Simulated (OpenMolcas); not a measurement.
# Ar3+: Slater's ratio, worked from levels

| Quantity | Value |
| --- | --- |
| Program | OpenMolcas 26.06 |
| Basis | ANO-RCC-VDZP [4s3p1d] |
| Scalar Hamiltonian | DKH2, point nucleus |
| Active space | 5 electrons in 4 orbitals (3s 3p) |
| State averaging | 2S+1 = 4 odd, 1 root; 2S+1 = 2 odd, 8 roots kept (CI in the orbitals of an earlier block); 2S+1 = 4 even, 3 roots; 2S+1 = 2 even, 9 roots kept (CI in the orbitals of an earlier block) |
| Spin-orbit coupling | RASSI with atomic mean-field integrals over the reference wave functions, term energies averaged over their components |

Methods: CASSCF; SS-CASPT2, IPEA 0.25 Eh, imaginary shift 0.1 Eh (closed shells correlated: 2s 2p). Measured levels: Saloman, J. Phys. Chem. Ref. Data 39, 033101 (2010).

**Slater's ratio.** With one set of orbitals, p3 has ²D° - ⁴S° = 9 F2 and ²P° - ²D° = 6 F2 (F2 = F²/25), a ratio of 2/3. Term energies are centres of gravity, weighted by 2J + 1.

| Source | ²D° - ⁴S° | ²P° - ⁴S° | F2 from the first | Ratio |
| --- | --- | --- | --- | --- |
| CASSCF | 26062 | 36493 | 2896 | 0.400 |
| SS-CASPT2 | 24131 | 37208 | 2681 | 0.542 |
| measured | 21168 | 34973 | 2352 | 0.652 |

Energies in cm-1. A ratio away from 2/3 shows effects beyond one configuration with one set of orbitals, and in heavier atoms second-order spin-orbit shifts. In CASSCF the valence s occupation is 1.95 in ²P° against 2.00 in ²D°: mixing out of s² acts most on ²P° and pulls it down.

CASPT2 does not keep the components of a term degenerate, so their means are used; among the terms shown or strongly mixed into the levels shown the widest spread is 500 cm-1 (3s² 3p³ ²D°, SS-CASPT2). Over all roots computed the reference weight is 0.90 to 0.97 in SS-CASPT2; the roots of lowest weight are the least certain, and an intruder state may touch them. Terms from blocks run as CI alone lack orbitals of their own. The basis is small and was not contracted for so high a charge. Measured partners are found by configuration, term and J. A level has none where our copy of the source lacks it or the pairing is in doubt (some pairs that miss far off the trend of their configuration count as doubtful), and it then counts in no deviation. Only configurations of the active space appear.

° marks odd parity.
